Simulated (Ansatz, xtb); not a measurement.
**C3H7FO2S: 3 structures ranked**

3 gas-phase structures of C3H7FO2S, from a drawn sample of its isomers (lower ones may exist). Each was relaxed with GFN2-xTB; where two conformers were screened, the lower at r2SCAN-D4/def2-SVP is listed:

A. `C[C@H](F)S(C)(=O)=O`, a singlet
B. `CCS(=O)(=O)CF`, a singlet
C. `CS(=O)(=O)CCF`, a singlet

Make a reasoned guess at their ranking by r2SCAN-D4/def2-SVP single-point energy.

Calculated order at r2SCAN-D4/def2-SVP: A (0.0), C (4.6), B (30.6) kJ/mol.

Energies above the lowest of each column, in kJ/mol; the last columns are at PBE-D3(BJ)/def2-SVP geometries:

| structure | GFN2-xTB | HF/STO-3G | r2SCAN-D4/def2-SVP | PBE-D3(BJ)/def2-SVP | CCSD(T)/def2-SVP + ΔMP2/def2-TZVPP |
| --- | --- | --- | --- | --- | --- |
| A | 1.7 | 0.0 | 0.0 | 0.0 | 3.1 |
| C | 0.0 | 5.7 | 4.6 | 2.4 | 0.0 |
| B | 17.0 | 15.5 | 30.6 | 23.6 | 24.4 |

CCSD(T)/def2-SVP + ΔMP2/def2-TZVPP has A and C within 1 kcal/mol of each other at the bottom, and every level picks one of them. CCSD(T)/def2-SVP + ΔMP2/def2-TZVPP orders those it was run on as C (0.0), A (3.1), B (24.4) kJ/mol. Less than 1 kcal/mol parts C and A, so the order within that pair means little. Flexible structures stand in one conformer each, not always the lowest. ΔMP2 is the change of the MP2 energy from the smaller to the larger basis.

Programs: Ansatz 0.2.0, xtb 6.7.1.
